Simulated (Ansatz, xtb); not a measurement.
Isomers of F2H4In2S2 in order of energy

3 gas-phase structures of F2H4In2S2, from a drawn sample of its isomers (lower ones may exist). Each was relaxed with GFN2-xTB; where two conformers were screened, the lower at r2SCAN-D4/def2-SVP is listed:

A. `[F][InH-]1[SH+][InH-]([F])[SH+]1`, a singlet
B. a singlet given by its coordinates
C. a singlet given by its coordinates

B (Å):

```xyz
10

F     0.1746   -1.1048    3.4062
F    -0.5222   -1.7301    0.8024
In    1.8886   -1.5973    1.5894
In   -1.8084   -1.4236    2.5483
S     1.1633    1.3782    1.4058
S    -2.7831    0.7065    1.9993
H    -0.0290    0.9077    1.0460
H     0.8648    1.2476    2.6940
H    -2.7993    0.3398    0.7221
H    -2.1773   -2.9443    3.1551
```

Close contacts (Å): F1–In3 2.55, F1–In4 2.18, F2–In3 2.54, F2–In4 2.19, In3–S5 3.07, In4–S6 2.41, In4–H10 1.68, S5–H7 1.33, S5–H8 1.33, S6–H9 1.33.

C (Å):

```xyz
10

F    -0.6126    1.0021    1.9359
F     0.2081   -0.7083   -0.1850
In    1.4721   -0.3611    1.9307
In   -1.8614    0.6731   -0.1870
S     0.5960    2.5756   -0.7780
S    -0.9410   -2.2904    2.5511
H     0.9813    1.3121   -0.8837
H    -1.3643   -1.0395    2.6510
H    -0.8116   -2.1912    1.2358
H     0.4365    2.4675    0.5333
```

Close contacts (Å): F1–In3 2.49, F1–In4 2.48, F2–In3 2.49, F2–In4 2.49, In3–S6 3.15, In4–S5 3.16, S5–H7 1.33, S5–H10 1.33, S6–H8 1.32, S6–H9 1.33.

Question: Which do you expect lowest at r2SCAN-D4/def2-SVP, and how would the others follow?

Answer: Calculated order at r2SCAN-D4/def2-SVP: B (0.000), C (0.195), A (0.337) eV.

Energies above the lowest of each column, in eV:

```tsv
structure	GFN2-xTB	HF/STO-3G	r2SCAN-D4/def2-SVP
B	1.424	4.037	0.000
C	0.000	8.934	0.195
A	3.339	0.000	0.337
```

r2SCAN-D4/def2-SVP puts B lowest; GFN2-xTB picks C, HF/STO-3G picks A. Some further structures that were screened fall inside this span and aren't listed. No reliable frequencies are at hand for these structures. Atoms past krypton carry core potentials in the def2 sets, without spin–orbit terms.

Programs: Ansatz 0.2.0, xtb 6.7.1.
